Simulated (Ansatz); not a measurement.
Reaction (isomerisation): `CO[C](=N)[GeH3]` → `C[N]1[CH2][GeH]1[OH]`

Program: Ansatz. Geometries: PBE0-D4/def2-TZVP. ΔE: electronic, gas phase. CCSD(T)/CBS is the MP2 limit (def2-TZVPP, def2-QZVPP) plus CCSD(T) − MP2 in def2-TZVPP, frozen cores. Functionals use def2-TZVPP. For Ge outer-core shells are correlated without core-valence functions, which leaves a few kJ/mol of doubt a bond. Scalar relativity is left out up to krypton. One conformer a species, not always the lowest.

```csv
species,ωB97X-V energy (Eh)
`CO[C](=N)[GeH3]`,-2287.20316
`C[N]1[CH2][GeH]1[OH]`,-2287.19864
```

Task: Work out ΔE.

Result: ΔE = (-2287.19864) − (-2287.20316) = 0.00452 Eh = +11.9 kJ/mol. CCSD(T)/CBS gives -2.5 kJ/mol.

Largest T1 diagnostic among the species: 0.013.

In def2-TZVPP, CCSD(T) changes the Hartree–Fock value by −30.6 kJ/mol (the triples alone add −1.0 kJ/mol) and MP2 by −48.7 kJ/mol. From PBE to PBE0 (25 % exact exchange), in def2-TZVPP and without D4, ΔE moves by −5.0 kJ/mol.
